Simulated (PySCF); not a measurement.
C₂H₆Si, SMILES [SiH2]1CC1.

Geometry optimised at B3LYP-D3(BJ)/def2-TZVP.

Two levels are set side by side: PBE/def2-TZVPD (PySCF) and HF/def2-TZVPD (PySCF). Same geometry, gas phase. Differences are taken from unrounded values.

```json
[
 {"quantity": "orbital gap (eV)", "HF": "11.47", "PBE": "5.19", "PBE minus HF": "-6.28"},
 {"quantity": "highest occupied level (eV)", "HF": "-9.49", "PBE": "-5.84", "PBE minus HF": "3.65"},
 {"quantity": "lowest empty level (eV)", "HF": "1.98", "PBE": "-0.65", "PBE minus HF": "-2.63"},
 {"quantity": "dipole moment (D)", "HF": "0.22", "PBE": "0.20", "PBE minus HF": "-0.01"},
 {"quantity": "mean polarisability (bohr³)", "HF": "50.0", "PBE": "55.0", "PBE minus HF": "5.0"}
]
```

PBE's occupied levels lie high since its potential decays too fast outside the molecule; exact exchange lowers them and widens the gap. Loosely held outer electrons make PBE densities more polarisable. Differences between two approximate levels are no errors against the true value.

Rough cost on one machine, each run with all the roots and properties that it gave: HF against PBE about 1/3.
